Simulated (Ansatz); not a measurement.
C$_{2}$H$_{7}$NSi, SMILES `C=C(N)[SiH3]` at its PBE0-D4/def2-TZVP geometry, where that method's forces vanish. Charge 0, multiplicity 1.

```xyz
11

C     1.0595    1.1223    0.2051
C     0.1495    0.1452    0.3098
N    -0.2886   -0.3742    1.5182
Si   -0.6990   -0.4838   -1.2373
H     1.3175    1.5411   -0.7578
H     1.5584    1.5409    1.0762
H    -0.5885   -1.3351    1.5111
H     0.2782   -0.1541    2.3238
H    -2.1347   -0.0955   -1.2548
H    -0.6426   -1.9737   -1.2650
H    -0.0099    0.0668   -2.4294
```

Task: What forces (eV/Å) does ωB97M-V/def2-TZVPP give on these atoms in the Gaussian-basis code of Ansatz? (Estimate.)

Result: Computed: 
```
C1  -0.022 -0.015  0.023
C2   0.154  0.184 -0.319
N3  -0.074 -0.111  0.294
Si4 -0.092 -0.061 -0.149
H5  -0.017 -0.042  0.059
H6  -0.049 -0.039 -0.051
H7   0.023  0.035  0.009
H8  -0.022 -0.023 -0.032
H9   0.174 -0.041  0.008
H10  0.000  0.171  0.013
H11 -0.074 -0.059  0.144
```
